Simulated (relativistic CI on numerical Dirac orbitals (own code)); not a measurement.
Calculated at this level of theory: Dirac-Coulomb-Breit CI, separate exchange-only KLI orbitals for each configuration, QED by a radiative potential, unscaled Slater integrals (own radial code, finite nucleus).

The strongest absorption lines from the ground level of an ion, among the configurations computed and to levels below about 1920 eV (vacuum wavelength in Å, gf): 6.5813 (0.11), 7.0849 (0.4), 7.2090 (0.48), 8.3595 (0.31), 8.9176 (2.2), 9.1144 (1.2), 9.7718 (0.093), 10.018 (0.14).

Problem. Which ion is it?
A. Ge²⁴⁺
B. Kr²⁶⁺
C. Se²⁴⁺
D. Ge²²⁺

Solution. D. Ge²²⁺ has 10 electrons and the ground level 2s2 2p6 1S_0; the strongest line goes to 2s2 2p5 3d 1P°_1. The pattern of lines fixes the number of electrons, and along that sequence the line energies rise steadily with the charge (about as its square where n changes within one kind of shell, about linearly where n is kept but much faster in heavy ions where fine structure, which grows about as Z⁴, sets the gap, and irregularly where shells cross), which fixes Z. Configurations outside the model, such as inner-shell arrays, can give stronger lines. At this charge energies of transitions that change n are usually good to better than 1 %, and those within a shell (Δn = 0) to a few per cent.

LS names give the leading component of a level, which can be under half, so a name can repeat, a term be missing and a line seem to break the LS rules.
